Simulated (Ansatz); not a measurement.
`CN1[SiH2]C1O` + H₂ → `CN1C[SiH2]1` + H₂O  (hydrogenolysis of a C–O bond)

Isolated molecules relaxed with PBE0-D4/def2-TZVP in Ansatz; ΔE leaves out vibrations. CCSD(T)/CBS is the MP2 limit (def2-TZVPP, def2-QZVPP) plus CCSD(T) − MP2 in def2-TZVPP, frozen cores. This one scheme is used for every species. DFT in def2-TZVPP. Each species was taken in one conformer, which may not be the lowest.

`CN1[SiH2]C1O`:

Cartesian coordinates in Å:
```
C -1.100 -1.081 0.570
N 0.062 -0.323 0.191
Si 1.183 -0.070 -1.073
C 0.054 1.080 -0.138
O 0.340 1.988 0.879
H -0.844 -2.140 0.636
H -1.923 -0.972 -0.149
H -1.462 -0.761 1.551
H 0.855 -0.486 -2.462
H 2.613 -0.304 -0.754
H -0.834 1.449 -0.659
H 1.056 1.618 1.406
```

H₂:

Cartesian coordinates in Å:
```
H -0.022 -0.364 0.081
H 0.022 0.364 -0.081
```

`CN1C[SiH2]1`:

Cartesian coordinates in Å:
```
C -0.039 0.424 1.452
N 0.502 0.067 0.171
C -0.045 0.655 -1.068
Si 0.210 -1.160 -0.981
H 0.278 1.435 1.731
H 0.332 -0.265 2.214
H -1.139 0.401 1.477
H -1.083 0.999 -1.015
H 0.608 1.351 -1.591
H -1.002 -2.010 -0.879
H 1.378 -1.896 -1.511
```

H₂O:

Z-matrix (Å, degrees):
```
O
H 1 0.960
H 1 0.960 2 105.1
```

**Question.** Is it downhill or uphill in electronic energy at CCSD(T)/CBS, and by how much? (Estimate.)

**Answer.** Computed: Downhill: ΔE = -21.8 kcal/mol.

**Question.** What do these levels give: ωB97M-V, B2PLYP, PBE, PBE0, HF/def2-TZVPP, SCS-MP2/def2-TZVPP, CCSD/def2-TZVPP, CCSD(T)/def2-TZVPP, HF/def2-QZVPP, MP2/def2-QZVPP, SCS-MP2/def2-QZVPP, HF/CBS(def2)? (Estimate.)

**Answer.** Ansatz gave: ωB97M-V -20.1, B2PLYP -20.7, PBE -18.2, PBE0 -20.3, HF/def2-TZVPP -24.0, SCS-MP2/def2-TZVPP -21.5, CCSD/def2-TZVPP -22.2, CCSD(T)/def2-TZVPP -21.0, HF/def2-QZVPP -24.2, MP2/def2-QZVPP -21.9, SCS-MP2/def2-QZVPP -21.9, HF/CBS(def2) -24.2 kcal/mol.

Largest T1 diagnostic among the species: 0.013.

The D4 term adds +1.2 kcal/mol with B3LYP and +0.7 kcal/mol with PBE0; it sums over pairs of atoms, weighted by their polarisabilities, and B3LYP, whose exchange is more repulsive, gets the larger term. From PBE to PBE0 (25 % exact exchange), in def2-TZVPP and without D4, ΔE moves by −2.1 kcal/mol. In def2-TZVPP, CCSD(T) changes the Hartree–Fock value by +3.0 kcal/mol (the triples alone add +1.1 kcal/mol) and MP2 by +2.5 kcal/mol.

B3LYP here is the variant with VWN-RPA as its local correlation; programs differ in this.
